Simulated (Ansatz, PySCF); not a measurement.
Gas-phase reaction (SMILES): ClC(Cl)C(Cl)Cl -> Cl[CH]C(Cl)Cl + Cl atom; the C-Cl bond at the site shown breaks (other sites are not compared here).

Structures are relaxed separately at B3LYP-D3(BJ)/def2-TZVP in Ansatz (a first-principles code), one conformer each, not searched for the lowest. Correlated levels leave the core frozen unless marked. Open shells are spin-unrestricted. No spin-orbit coupling. No relativistic terms. CBS marks a two-point X^-3 extrapolation of the correlation energy; Hartree-Fock from the larger set. [CCSD(T)-MP2]/basis is that difference in the basis named. Thermal terms are rigid-rotor harmonic-oscillator values from B3LYP-D3(BJ) frequencies (Ansatz or PySCF) at 298.15 K and 1 atm. 1 Eh = 627.5095 kcal/mol. Atoms have translation alone.

```json
[
 {"species": "ClC(Cl)C(Cl)Cl", "E, RI-MP2/CBS(cc-pV(T+d)Z,cc-pV(Q+d)Z)+[CCSD(T)-MP2]/cc-pV(T+d)Z (Ansatz) (Eh)": "-1916.39447", "E, PBE-D3(BJ)/def2-TZVPD (Ansatz + dftd3) (Eh)": "-1917.45980", "H - E (Eh)": "0.04662"},
 {"species": "Cl[CH]C(Cl)Cl", "E, RI-MP2/CBS(cc-pV(T+d)Z,cc-pV(Q+d)Z)+[CCSD(T)-MP2]/cc-pV(T+d)Z (Ansatz) (Eh)": "-1456.56126", "E, PBE-D3(BJ)/def2-TZVPD (Ansatz + dftd3) (Eh)": "-1457.37758", "H - E (Eh)": "0.04150"},
 {"species": "Cl atom", "E, RI-MP2/CBS(cc-pV(T+d)Z,cc-pV(Q+d)Z)+[CCSD(T)-MP2]/cc-pV(T+d)Z (Ansatz) (Eh)": "-459.70639", "E, PBE-D3(BJ)/def2-TZVPD (Ansatz + dftd3) (Eh)": "-459.95933", "H - E (Eh)": "0.00236"}
]
```

Question: Work out ΔE and ΔH at 298.15 K at the first level, then ΔH at the second.

Answer: 
1. ΔE = [(-1456.56126) + (-459.70639)] - [(-1916.39447)] = 0.12682 Eh = 79.6 kcal/mol at RI-MP2/CBS(cc-pV(T+d)Z,cc-pV(Q+d)Z)+[CCSD(T)-MP2]/cc-pV(T+d)Z.
2. The terms H - E add up to -0.00276 Eh, so ΔH = (0.12682 + (-0.00276))×627.5095 = 77.8 kcal/mol.
3. At PBE-D3(BJ)/def2-TZVPD the same steps give ΔE = 77.1 and ΔH = 75.4 kcal/mol, a shift of -2.4 from the first level.
4. These values are not checked against measurement here, since the tables used lack a sound gas-phase enthalpy of formation for at least one species.
